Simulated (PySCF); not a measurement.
**Tantalum: a sound run and one with changed settings**

Sound run: Ta [Xe] 4f14 5d3 6s2, Ta⁺ [Xe] 4f14 5d3 6s1. Calculation: PySCF 2.14, in aug-cc-pVDZ-PP with ECP60MDF; scalar relativity through the core potential. The sound run starts from symmetry-adapted Hartree-Fock orbitals and uses a fine grid where one is needed.

Changed run: radial step 0.5 in ln r (0.13 in the sound run). This setting is unsound on purpose.

```json
{"species": "Ta", "method": "UHF", "sound run (hartree)": "-56.74035", "changed run (hartree)": "-56.74035", "converged": "yes"}
{"species": "Ta", "method": "M06-2X", "sound run (hartree)": "-57.20324", "changed run (hartree)": "-57.16586", "converged": "yes"}
{"species": "Ta", "method": "BP86", "sound run (hartree)": "-57.38139", "changed run (hartree)": "-57.39879", "converged": "yes"}
{"species": "Ta⁺", "method": "UHF", "sound run (hartree)": "-56.52867", "changed run (hartree)": "-56.52867", "converged": "yes"}
{"species": "Ta⁺", "method": "M06-2X", "sound run (hartree)": "-56.91318", "changed run (hartree)": "-56.87382", "converged": "yes"}
{"species": "Ta⁺", "method": "BP86", "sound run (hartree)": "-57.10662", "changed run (hartree)": "-57.12312", "converged": "yes"}
```

Ionisation energy of Ta:

```tsv
method	sound run (eV)	changed run (eV)
UHF	5.760	5.760
M06-2X	7.893	7.947
BP86	7.477	7.501
```

A coarse radial grid mis-integrates the density and the exchange-correlation energy, with errors of either sign; Hartree-Fock needs no grid.

For comparison, NIST gives 7.550 eV between the lowest levels.
